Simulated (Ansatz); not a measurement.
C2H4AlNSe, SMILES `[SeH]C1=[N][AlH][CH2]1` at its PBE0-D4/def2-TZVP geometry, where that method's forces vanish. Charge 0, multiplicity 1.

```xyz
9

Se    0.3966   -0.0513   -2.4603
C     0.5000   -0.1528   -0.5384
N     1.5785   -0.5419    0.0239
Al    0.6991   -0.2960    1.6205
C    -0.6912    0.2258    0.3363
H    -0.9915    0.4268   -2.5043
H     1.0617   -0.4747    3.1480
H    -1.5643   -0.4055    0.1584
H    -0.9889    1.2696    0.2159
```

(1) What forces (eV/Å) does ωB97M-V/def2-TZVPP give on these atoms in Ansatz? (Estimate.)

Answers

(1) Ansatz gave: 
```
Se1 -0.083  0.029 -0.019
C2   0.097 -0.028 -0.185
N3  -0.041  0.014 -0.005
Al4  0.024 -0.016  0.233
C5  -0.178  0.056  0.146
H6   0.103 -0.036  0.018
H7  -0.050  0.024 -0.189
H8   0.086  0.043  0.001
H9   0.040 -0.086 -0.001
```
